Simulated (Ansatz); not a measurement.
Job for Ansatz (a program for electronic structure): U-CCSD(T)/def2-SVP on CdH4Si (SMILES [SiH3][CdH]), a point of a bond scan (R = 2.230 Å). Elements past Kr take the def2 small-core potentials; no spin–orbit coupling.

Ansatz 0.2 input:
```yaml
crystal:
  periodic: [false, false, false]
  atoms:
    - {symbol: Cd, position_ang: [-0.56643322, -0.31054170, -0.07977578]}
    - {symbol: H, position_ang: [-2.04529859, -1.12131577, -0.28805742]}
    - {symbol: Si, position_ang: [1.63488208, 0.89630877, 0.23025485]}
    - {symbol: H, position_ang: [2.55626370, 0.44254524, 2.20985951]}
    - {symbol: H, position_ang: [1.47089364, 2.37203423, 0.15366084]}
    - {symbol: H, position_ang: [2.62571392, 0.51316070, -0.80992508]}
basis:
  gaussian:
    orbitals: def2-SVP
correlation: {method: ccsd_t, electrons: outside_noble_gas}
scf: {omitted_lower_state_checks: [cluster_reference]}
magnetization: {spin_polarized: true, initial_magnetization: 0}
```

The head of its log:

```
WARN ansatz: RAYON_NUM_THREADS=1 ignored (pool sized by the plan → 1); use --threads N
Functional definition: HF
these checks for a lower state are left out or cut short: cluster_reference
integrals: 0.07 GiB planned
702 factors; integrals over basis functions are off by at most 1.1e-3 eV
mean field: 0.23 GiB planned
mean field evaluation 1: about -12458.8619 eV, gradient 8.6e0 eV
mean field evaluation 2: about -12458.9900 eV, gradient 8.8e0 eV
mean field evaluation 4: about -12459.8521 eV, gradient 1.3e0 eV
mean field evaluation 8: about -12459.8667 eV, gradient 6.2e-4 eV
mean field evaluation 16: about -12459.9014 eV, gradient 2.2e-2 eV
mean field -12459.90138196 eV, -457.8929301627 hartree, gradient 2.9e-6 eV, S^2 0.212841; 3 other end points of the search recorded, 0 dependent functions left out
9 core orbitals not correlated
reference -12459.90138196 eV, -457.8929301627 hartree; 10, 10 occupied and 50, 50 virtual orbitals, 702 factors
```

**Question.** What total energy does the run end on?

**Answer.** -458.3283 hartree (reference determinant -457.8929, T1 diagnostic 0.041). Its determinant has ⟨S²⟩ = 0.21, a mixture of spin states.
